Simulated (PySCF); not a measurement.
CH$_{9}$AlO$_{2}$Si$_{2}$, charge -1, doublet, geometry from GFN2-xTB (such geometries of metal compounds can be far from the true shape) (a state made from the parent by changing its charge; the spin is typed, not shown lowest) (in this run its highest filled SCF level lies above zero, so its values depend strongly on the basis, on diffuse functions most of all); HF/6-31G** (PySCF).

PySCF was given this input:
```python
from pyscf import gto, scf

mol = gto.Mole()
mol.atom = '''
    Al    0.19354210    0.30225555    0.29566521
    C     1.05732663    1.73202347    1.56042372
    H     1.75424696    1.28316310    2.27448695
    H     0.30759973    2.27173978    2.15034991
    H     1.62034120    2.49393643    1.00907015
    O    -0.94728715    1.05826374   -0.84777139
    Si   -1.94584385    1.81303945   -1.83382635
    H    -3.34347479    1.47647924   -1.50150112
    H    -1.68440660    1.40863552   -3.22905358
    H    -1.79209964    3.27615689   -1.74412881
    O     0.76244295   -1.36584032    0.58358036
    Si    1.32118516   -2.82503503    0.90117758
    H     0.22092115   -3.71167780    1.32553676
    H     2.32576204   -2.78974776    1.97964453
    H     1.95507832   -3.40159751   -0.29998414
'''
mol.basis = '6-31g**'
mol.charge = -1
mol.spin = 1
mol.verbose = 4
mol.build()

mf = scf.UHF(mol)
mf.kernel()
```

What does PySCF print? Leave out banner, timings and long lists.


```
PySCF version 2.14.0

[INPUT] verbose = 4
[INPUT] num. atoms = 15
[INPUT] num. electrons = 73
[INPUT] charge = -1
[INPUT] spin (= nelec alpha-beta = 2S) = 1
[INPUT] symmetry False subgroup None
[INPUT] Mole.unit = angstrom
[INPUT] Symbol           X                Y                Z      unit          X                Y                Z       unit  Magmom
[INPUT]  1 Al     0.193542100000   0.302255550000   0.295665210000 AA    0.365741562573   0.571180209130   0.558726271462 Bohr   0.0
[INPUT]  2 C      1.057326630000   1.732023470000   1.560423720000 AA    1.998057754909   3.273049999619   2.948773469075 Bohr   0.0
[INPUT]  3 H      1.754246960000   1.283163100000   2.274486950000 AA    3.315046309251   2.424826832148   4.298157409397 Bohr   0.0
[INPUT]  4 H      0.307599730000   2.271739780000   2.150349910000 AA    0.581279245690   4.292966010480   4.063572401883 Bohr   0.0
[INPUT]  5 H      1.620341200000   2.493936430000   1.009070150000 AA    3.062001096349   4.712856824776   1.906866223974 Bohr   0.0
[INPUT]  6 O     -0.947287150000   1.058263740000  -0.847771390000 AA   -1.790113274820   1.999828636158  -1.602055743342 Bohr   0.0
[INPUT]  7 Si    -1.945843850000   1.813039450000  -1.833826350000 AA   -3.677111957669   3.426148013532  -3.465429561511 Bohr   0.0
[INPUT]  8 H     -3.343474790000   1.476479240000  -1.501501120000 AA   -6.318251657488   2.790141392206  -2.837425892528 Bohr   0.0
[INPUT]  9 H     -1.684406600000   1.408635520000  -3.229053580000 AA   -3.183067156410   2.661935342134  -6.102026907746 Bohr   0.0
[INPUT] 10 H     -1.792099640000   3.276156890000  -1.744128810000 AA   -3.386577507532   6.191039263207  -3.295925776864 Bohr   0.0
[INPUT] 11 O      0.762442950000  -1.365840320000   0.583580360000 AA    1.440808361105  -2.581064134688   1.102807052075 Bohr   0.0
[INPUT] 12 Si     1.321185160000  -2.825035030000   0.901177580000 AA    2.496678112240  -5.338542499002   1.702978815798 Bohr   0.0
[INPUT] 13 H      0.220921150000  -3.711677800000   1.325536760000 AA    0.417480468624  -7.014054504628   2.504901444443 Bohr   0.0
[INPUT] 14 H      2.325762040000  -2.789747760000   1.979644530000 AA    4.395053286510  -5.271859223019   3.740985985693 Bohr   0.0
[INPUT] 15 H      1.955078320000  -3.401597510000  -0.299984140000 AA    3.694562576875  -6.428087679902  -0.566887866313 Bohr   0.0

nuclear repulsion = 400.989390826448
number of shells = 69
number of NR pGTOs = 297
number of NR cGTOs = 141
basis = 6-31g**
ecp = {}

******** <class 'pyscf.scf.uhf.UHF'> ********
method = UHF
initial guess = minao
damping factor = 0
level_shift factor = 0
DIIS = <class 'pyscf.scf.diis.CDIIS'>
diis_start_cycle = 1
diis_space = 8
diis_damp = 0
SCF conv_tol = 1e-09
SCF conv_tol_grad = None
SCF max_cycles = 50
direct_scf = True
direct_scf_tol = 1e-13
number electrons alpha = 37  beta = 36
Set gradient conv threshold to 3.16228e-05
init E= -1012.56542083331

cycle= 1 E= -1012.49800458233  delta_E= 0.0674  |g|= 0.639  |ddm|= 2.61
cycle= 2 E= -1012.60804805604  delta_E= -0.11  |g|= 0.472  |ddm|= 1.18
cycle= 3 E= -1012.69691523176  delta_E= -0.0889  |g|= 0.0492  |ddm|= 0.444
cycle= 4 E= -1012.7004438663  delta_E= -0.00353  |g|= 0.013  |ddm|= 0.302
cycle= 5 E= -1012.70086940911  delta_E= -0.000426  |g|= 0.00678  |ddm|= 0.115
cycle= 6 E= -1012.70105871934  delta_E= -0.000189  |g|= 0.00374  |ddm|= 0.0871
cycle= 7 E= -1012.70114410943  delta_E= -8.54e-05  |g|= 0.00265  |ddm|= 0.0504
cycle= 8 E= -1012.70120024035  delta_E= -5.61e-05  |g|= 0.00253  |ddm|= 0.0321
cycle= 9 E= -1012.70122572286  delta_E= -2.55e-05  |g|= 0.00258  |ddm|= 0.0135
cycle= 10 E= -1012.70115688043  delta_E= 6.88e-05  |g|= 0.00236  |ddm|= 0.037
cycle= 11 E= -1012.70097399575  delta_E= 0.000183  |g|= 0.0015  |ddm|= 0.137
cycle= 12 E= -1012.70092003269  delta_E= 5.4e-05  |g|= 0.001  |ddm|= 0.0878
cycle= 13 E= -1012.70091302077  delta_E= 7.01e-06  |g|= 0.000559  |ddm|= 0.0346
cycle= 14 E= -1012.70091228702  delta_E= 7.34e-07  |g|= 0.000211  |ddm|= 0.0157
cycle= 15 E= -1012.70091216663  delta_E= 1.2e-07  |g|= 0.000131  |ddm|= 0.00466
cycle= 16 E= -1012.70091215849  delta_E= 8.14e-09  |g|= 5.81e-05  |ddm|= 0.00538
cycle= 17 E= -1012.7009121628  delta_E= -4.31e-09  |g|= 2.82e-05  |ddm|= 0.0017
cycle= 18 E= -1012.70091216415  delta_E= -1.35e-09  |g|= 1.32e-05  |ddm|= 0.000223
cycle= 19 E= -1012.70091216455  delta_E= -4.07e-10  |g|= 5.93e-06  |ddm|= 0.000209
Extra cycle  E= -1012.70091216463  delta_E= -7.23e-11  |g|= 4.02e-06  |ddm|= 2.8e-05
converged SCF energy = -1012.70091216463  <S^2> = 0.75652775  2S+1 = 2.0065171
```
